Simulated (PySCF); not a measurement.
KI, SMILES [K][I].

Coordinates come from a PBE0-D3(BJ)/def2-TZVPD optimisation. The def2 effective core potentials stand for the cores of I; spin–orbit coupling is left out.

Level of theory: IEF-PCM-M06-2X/def2-TZVPD (PySCF 2.14.0).

The values are the electrostatic part of the solvation free energy, E(continuum) − E(gas) at the gas-phase geometry, in a cavity of scaled van der Waals radii (PySCF's table); cavitation and dispersion terms are not included. A continuum can't describe solvent molecules that bind to the metal. In vacuum the orbital gap is 5.03 eV. The dipole moment in vacuum is 11.23 D.

Task: Estimate the values in water (ε = 78.36), methanol (ε = 32.61), ethanol (ε = 24.85). (An estimate is asked for; the answer gives what the named calculation found.)

Result: 
```
solvent       ε  ΔG(elec) (kcal/mol)  dipole (D)  gap (eV)
--------  -----  -------------------  ----------  --------
water     78.36                -17.9       13.12      7.08
methanol  32.61                -17.4       13.07      7.03
ethanol   24.85                -17.1       13.05      7.00
```
